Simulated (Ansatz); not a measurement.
Z-matrix (Å, degrees):
```
C
B 1 1.551
H 1 1.092 2 116.8
H 1 1.105 2 103.4 3 116.7
H 1 1.093 2 113.8 3 -130.0
Si 2 2.014 1 120.7 3 -16.4
H 2 1.198 1 119.2 3 165.5
Cl 6 2.067 2 113.5 1 -167.0
H 6 1.489 2 111.8 1 -45.8
H 6 1.491 2 109.4 1 73.2
```

Total charge 0; spin multiplicity 1.

(1) List the PBE0/def2-TZVPP orbital energies in eV (Ansatz 0.2.0). (Estimate.)

Results:

(1) Computed: Occupied: -2767.08, -1803.10, -278.01, -258.93, -197.21, -197.08, -197.07, -185.10, -145.39, -100.10, -100.02, -99.99, -22.82, -20.18, -15.30, -13.24, -11.94, -11.69, -10.77, -10.50, -9.89, -9.42, -8.71, -7.90. Lowest empty: -2.13, 0.14, 0.98, 1.60, 1.84, 2.35, 2.41, 2.77.
